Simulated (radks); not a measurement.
Q: These are the eigenvalues of the occupied orbitals of an atom or ion with whole-number occupations (hartree). Calculated with a radial shooting solver on a logarithmic mesh with Libxc functionals: scalar-relativistic Kohn-Sham, r2SCAN, spin-polarised, spherical densities, finite nucleus; meta-GGA in the generalised Kohn-Sham scheme; Fermi nuclear charge, rms radius of each element as measured or else 0.836 A^(1/3) + 0.57 fm.

| orbital | eigenvalue |
|---|---|
| 1s down | -2402.738 |
| 1s up | -2402.737 |
| 2s up | -412.6697 |
| 2s down | -412.6673 |
| 2p up | -362.3919 |
| 2p down | -362.3901 |
| 3s down | -95.14781 |
| 3s up | -95.14734 |
| 3p down | -80.05383 |
| 3p up | -80.05354 |
| 3d up | -62.15846 |
| 3d down | -62.15763 |
| 4s up | -20.16466 |
| 4s down | -20.16388 |
| 4p up | -15.19149 |
| 4p down | -15.19095 |
| 4d up | -8.73115 |
| 4d down | -8.73032 |
| 5s up | -3.53405 |
| 5s down | -3.51625 |
| 5p up | -2.34918 |
| 5p down | -2.32138 |
| 4f up | -1.62828 |
| 4f down | -1.62351 |
| 5d up | -1.00169 |

Which element is it, and in what charge state? The configuration may be excited. Open shells, if any, are filled with parallel spins first.

A: Z = 72, hafnium, charge +3: Hf3+ in [Xe] 4f14 5d1. The list shows which subshells hold electrons but not how many an open one holds; the 1s level, -2402.7 hartree, gives Z - s = 69.3 by -(Z - s)^2/2, which with screening and relativity narrows Z to a few neighbours, and the depths of the outer levels then fix element, charge and occupations together.
